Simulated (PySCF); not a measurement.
**Broadened absorption spectrum of C5H5O2P**

C5H5O2P.
SMILES with atom numbers: `[CH3:1][C:2](=[O:3])[c:4]1[cH:5][o:6][cH:7][p:8]1` (hydrogens: H9, H10, H11 on C1; H12 on C5; H13 on C7)

Computed with PySCF 2.14.0, density-fitted response routines, TDDFT wB97X-D/def2-SVPD, vertical, gas phase, core orbitals frozen in the response. Geometry: GFN2-xTB, one conformer, isolated molecule. Torsions of this conformer, `[CH3:1][C:2](=[O:3])[c:4]1[cH:5][o:6][cH:7][p:8]1`: C1–C2–C4–C5 180°.

Computed states:

| state | E (eV) | f |
| --- | --- | --- |
| S1 | 4.05 | 0.0002 |
| S2 | 5.23 | 0.043 |
| S3 | 5.48 | 0.023 |
| S4 | 5.96 | 0.012 |
| S5 | 6.00 | 0.236 |
| S6 | 6.19 | 0.0022 |
| S7 | 6.37 | 0.0001 |
| S8 | 6.47 | 0.183 |

Broadening: Gaussians 0.25 eV wide at half height, area fixed by f = 4.319×10⁻⁹ ∫ε dν̃. The width is an assumption, not a result. The curve ends short of the highest state used, and states not computed would add to its high-energy end.

(1) What does the envelope look like, and where are its maxima?

(2) Coming from long wavelengths, where does ε first pass 100 L mol⁻¹ cm⁻¹?

(3) On this curve, what absorbance would a 10⁻⁵ mol/L sample give at 248 nm over a 1 cm path?

Answers

(1) 
λ (nm), ε (L mol⁻¹ cm⁻¹) and a bar:
```
    211.2      13422 ##############################
    214.8       3032 #######
    218.4        750 ##
    222.1       1574 ####
    225.7       2646 ######
    229.3       3098 #######
    232.9       3992 #########
    236.5       4814 ###########
    240.1       3837 #########
    243.7       1874 ####
    247.3        573 #
    250.9        114 
    254.6         14 
    258.2          1 
    261.8          0 
    265.4          0 
    269.0          0 
    272.6          0 
    276.2          0 
    279.8          0 
    283.4          0 
    287.1          1 
    290.7          2 
    294.3          5 
    297.9         10 
    301.5         14 
    305.1         17 
    308.7         17 
    312.3         13 
    315.9          9 
    319.5          5 
    323.2          2 
    326.8          1 
    330.4          0 
    334.0          0 
    337.6          0
```

Maxima: 306 nm (4.05 eV), ε about 17, made up of S1 (100%); 237 nm (5.24 eV), ε about 4800, made up of S2 (96%) (ε in L mol⁻¹ cm⁻¹; maxima over ε = 5, shares over 10%). At its high-energy end, 5.87 eV, the curve is still rising (ε about 13000, from S5).

(2) At about 251 nm (4.94 eV), 0.89 eV above S1.

(3) 248 nm is 4.999 eV, where ε is about 430 L mol⁻¹ cm⁻¹, so A = ε c l ≈ 0.0043 (Beer–Lambert, with the gas-phase spectrum and the assumed width).

Time: 44 s. Hardware: one thread of an Arm Neoverse V2, no GPU, shared host.
